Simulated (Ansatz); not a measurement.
Frontier orbitals of C2H7NSSi, SMILES `N/C=C/[SiH2]S`.

Cartesian coordinates in Å:
```
N 1.868 -1.086 -1.397
C 1.153 -0.381 -0.478
C -0.159 -0.504 -0.209
Si -0.949 0.486 1.105
S -2.403 1.786 0.197
H 1.371 -1.628 -2.083
H 2.766 -0.740 -1.682
H 1.760 0.315 0.097
H -0.751 -1.201 -0.801
H 0.112 1.267 1.800
H -1.678 -0.322 2.121
H -3.089 2.008 1.331
```

Total charge 0; spin multiplicity 1. Geometry: relaxed with PBE0-D4/def2-TZVP. It is one conformer, not always the lowest. Basis def2-TZVPP, the Gaussian-basis code of Ansatz.

```
 functional  HOMO (eV)  LUMO (eV)  gap (eV)
LDA (SPW92)      -5.47      -1.06      4.41
        PBE      -5.31      -0.84      4.47
     revPBE      -5.24      -0.75      4.49
       BLYP      -5.15      -0.71      4.44
     B97M-V      -5.57      -0.60      4.97
       PBE0      -6.40       0.09      6.49
    r2SCANh      -5.92      -0.26      5.66
    r2SCAN0      -6.55       0.24      6.79
    LC-ωPBE      -8.98       2.29     11.27
    ωB97X-V      -8.63       2.21     10.84
    ωB97M-V      -8.55       2.01     10.56
```

From PBE to PBE0 the HOMO moves by −1.09 eV and the LUMO by +0.93 eV, and with ωB97M-V by −3.24 and +2.85 eV, so the gap grows from 4.47 to 10.56 eV with exact exchange. A positive LUMO is unbound and depends on the basis.

LC-ωPBE has ω = 0.4 bohr⁻¹.
